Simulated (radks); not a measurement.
Results of a calculation; reference values are marked as such.
Effect of the nuclear size on the titanium ion Ti+, [Ar] 3d2 4s1. Level of theory: Dirac Kohn-Sham, PBE, spin-unpolarised, spherical densities, finite nucleus; open shells are shared between the two j in proportion to 2j + 1; Fermi nuclear charge, rms radius 3.5921 fm (a radial shooting solver on a logarithmic mesh with Libxc functionals). The rms radius is varied about that value; shifts are against it.

rms radius (fm),total energy shift (eV),density at nucleus (e/bohr^3),1s1/2 shift (meV),2s1/2 shift (meV),2p1/2 shift (meV),3s1/2 shift (meV)
3.1646,-0.0109,8530,-4.62,-0.386,0.051,-0.051
3.4664,-0.00335,8506,-1.42,-0.118,0.016,-0.016
3.5921,0,8496,0.000,0.000,0.000,0.000
3.7142,0.00337,8488,1.42,0.119,-0.016,0.016
4.2926,0.0208,8450,8.80,0.735,-0.097,0.097

Slopes of the eigenvalues against <r^2> in GHz/fm^2, as finite differences over the two radii next to the reference (eigenvalue slopes, not the field-shift constants of lines): 1s1/2 386, 2s1/2 32.3, 2p1/2 -4.27, 3s1/2 4.24.
